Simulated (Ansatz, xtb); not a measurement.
## A geometry optimisation of C4H9Al with r2SCAN-D4/def2-SVP

The starting geometry of this gas-phase singlet was built from a drawn formula by distance geometry and a force field; its bonds are those of `C[C][C@H](C)[AlH2]`.

| atom | x (Å) | y (Å) | z (Å) |
| --- | --- | --- | --- |
| C | -1.0617 | -0.3894 | 1.4344 |
| C | -1.0829 | -0.9120 | -0.0076 |
| C | -0.5445 | 0.1253 | -0.9972 |
| C | -1.6375 | 1.1981 | -1.2868 |
| Al | -0.0156 | -0.8633 | -2.6453 |
| H | -1.4336 | -1.2130 | 2.1490 |
| H | -1.8534 | 0.4236 | 1.5299 |
| H | -0.0982 | -0.0433 | 1.7803 |
| H | 0.3537 | 0.6159 | -0.5537 |
| H | -1.2693 | 1.8479 | -2.0942 |
| H | -1.8780 | 1.7508 | -0.3777 |
| H | -2.5790 | 0.6661 | -1.6596 |
| H | -0.7237 | -0.5042 | -4.0388 |
| H | 1.0990 | -1.9615 | -2.5780 |

Task: Where would you expect an optimisation with r2SCAN-D4/def2-SVP to take it?

Result: It rearranges to `C/C=[C](/C)[AlH2]`. Distances that change by over a tenth: C2–C3 (1.53 → 1.36 Å). Contacts that open: C3–Al5 (1.99 → 2.94 Å). Contacts that close: C2–Al5 (2.85 → 1.96 Å).

The energy falls by 3.69 eV over 27 steps:

```
step  E − E(last) (eV)
   1             3.692
   4             2.312
   7             0.989
  10             0.407
  13             0.119
  15             0.069
  18             0.050
  21             0.009
  24             0.000
  27             0.000
```

Final geometry (Å):

```yaml
atoms:
  - { symbol: C, position_ang: [-0.4111, -0.7917, 1.0605] }
  - { symbol: C, position_ang: [-0.7801, -0.2734, -0.3143] }
  - { symbol: C, position_ang: [-1.0441, 1.0480, -0.4686] }
  - { symbol: C, position_ang: [-1.4252, 1.7738, -1.7186] }
  - { symbol: Al, position_ang: [-0.8470, -1.5720, -1.7786] }
  - { symbol: H, position_ang: [0.5826, -1.2735, 1.0632] }
  - { symbol: H, position_ang: [-1.1180, -1.5653, 1.4092] }
  - { symbol: H, position_ang: [-0.3957, 0.0129, 1.8164] }
  - { symbol: H, position_ang: [-0.9764, 1.6955, 0.4253] }
  - { symbol: H, position_ang: [-0.6980, 2.5745, -1.9418] }
  - { symbol: H, position_ang: [-2.3998, 2.2783, -1.5952] }
  - { symbol: H, position_ang: [-1.4890, 1.1135, -2.5959] }
  - { symbol: H, position_ang: [-1.2287, -1.1932, -3.2766] }
  - { symbol: H, position_ang: [-0.4941, -3.0866, -1.4304] }
```

From the same start GFN2-xTB reaches the same bonding as this run.

The end wasn't checked by frequencies. Run with Ansatz 0.2.0, 80 s on 2 threads of Intel(R) Xeon(R) Platinum 8488C (Sapphire Rapids), on a shared host.
